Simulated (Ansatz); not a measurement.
```xyz
9

N     0.850   -1.054    0.170
C     0.274    0.168   -0.301
B    -0.686    1.007    0.600
N    -1.190    0.238   -0.376
H     1.392   -1.529   -0.538
H     1.435   -0.916    0.982
H     0.778    0.619   -1.159
H    -0.953    1.727    1.502
H    -1.901   -0.260   -0.880
```

The species carries charge 0 and has multiplicity 1.

Problem. List the PBE0/def2-TZVPP orbital energies in eV (the Gaussian-basis code of Ansatz). (Best estimate.)

Solution. Computed: Occupied: -391.40, -390.72, -279.18, -184.36, -26.11, -23.85, -17.82, -15.32, -13.66, -12.85, -12.31, -10.24, -8.26, -7.72, -6.87. Lowest empty: 0.24, 1.29, 1.52, 2.33, 2.55, 2.65, 3.31, 4.28.
